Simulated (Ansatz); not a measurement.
`[SiH3]NBS` + `O[Si]O[SiH3]` → `OBN[SiH3]` + `[SiH3]O[Si]S`  (redistribution)

Gas-phase electronic energies from Ansatz, PBE0-D4/def2-TZVP geometries. CBS: MP2 limit from def2 TZ/QZ plus the TZ coupled-cluster correction, frozen cores. This one scheme is used for every species. DFT in def2-TZVPP. B3LYP here is the variant with VWN-RPA as its local correlation; programs differ in this. HSE06 is defined as in plane-wave codes. Each species was taken in one conformer, which may not be the lowest.

`[SiH3]NBS`:

Z-matrix (Å, degrees):
```
Si
N 1 1.741
H 1 1.487 2 110.5
H 1 1.480 2 107.5 3 120.4
H 1 1.487 2 110.6 3 -119.2
B 2 1.405 1 126.0 3 -120.8
H 2 1.012 1 116.6 3 59.2
S 6 1.812 2 120.2 1 -179.9
H 6 1.194 2 120.1 1 0.1
H 8 1.340 6 96.5 2 -180.0
```

`O[Si]O[SiH3]`:

```xyz
8

O     2.456    0.304   -1.274
Si    0.865    0.646   -1.501
O     0.202    0.034   -0.114
Si   -1.239   -0.162    0.659
H     2.714   -0.147   -0.462
H    -1.476   -1.612    0.870
H    -2.347    0.410   -0.149
H    -1.176    0.528    1.971
```

`OBN[SiH3]`:

Z-matrix (Å, degrees):
```
Si
N 1 1.742
H 1 1.487 2 106.6
H 1 1.485 2 111.7 3 -119.1
H 1 1.485 2 111.6 3 119.1
B 2 1.410 1 125.7 3 -179.6
H 2 1.007 1 117.3 3 0.4
O 6 1.369 2 117.2 1 -0.0
H 6 1.201 2 121.4 1 179.9
H 8 0.957 6 113.4 2 180.0
```

`[SiH3]O[Si]S`:

Z-matrix (Å, degrees):
```
Si
O 1 1.648
H 1 1.483 2 108.6
H 1 1.486 2 110.3 3 120.3
H 1 1.483 2 108.6 3 -119.5
Si 2 1.649 1 141.5 3 -119.9
S 6 2.159 2 100.2 1 179.8
H 7 1.345 6 95.5 2 0.0
```

Problem. Is it downhill or uphill in electronic energy at CCSD(T)/CBS, and by how much? (Best estimate.)

Solution. The calculation gave: Nearly level: ΔE = 0.0 kcal/mol.

Problem. What do these levels give: r2SCAN-D4, B97M-V, HSE06-D4, ωB97M-V, B3LYP, HSE06, CCSD/def2-SVP, HF/def2-TZVPP, MP2/def2-TZVPP, MP2/def2-QZVPP, SCS-MP2/def2-QZVPP, CCSD/CBS(def2)? (Estimate.)

Solution. Ansatz gave: r2SCAN-D4 -0.8, B97M-V -0.6, HSE06-D4 -1.2, ωB97M-V -0.1, B3LYP -0.6, HSE06 -1.0, CCSD/def2-SVP -3.5, HF/def2-TZVPP -0.6, MP2/def2-TZVPP 0.8, MP2/def2-QZVPP 0.7, SCS-MP2/def2-QZVPP 0.7, CCSD/CBS(def2) 0.1 kcal/mol.

Problem. What do rigid-rotor, harmonic-oscillator terms from PBE0-D4/def2-TZVP frequencies (298.15 K, 1 bar) make of the CCSD(T)/CBS value? (Best estimate.)

Solution. The calculation gave: ΔZPE = +0.5 kcal/mol, ΔH = +0.5 kcal/mol, ΔS = -2 J/(mol·K), ΔG = +0.7 kcal/mol.

Largest T1 diagnostic among the species: 0.015.

In def2-TZVPP, CCSD(T) changes the Hartree–Fock value by +1.0 kcal/mol (the triples alone add −0.0 kcal/mol) and MP2 by +1.5 kcal/mol. Leaving LDA and LC-ωPBE aside and taking each functional with its dispersion term where it has one, the values, not all of them listed here, spread over 1.7 kcal/mol, from PBE-D4 to ωB97X-V.
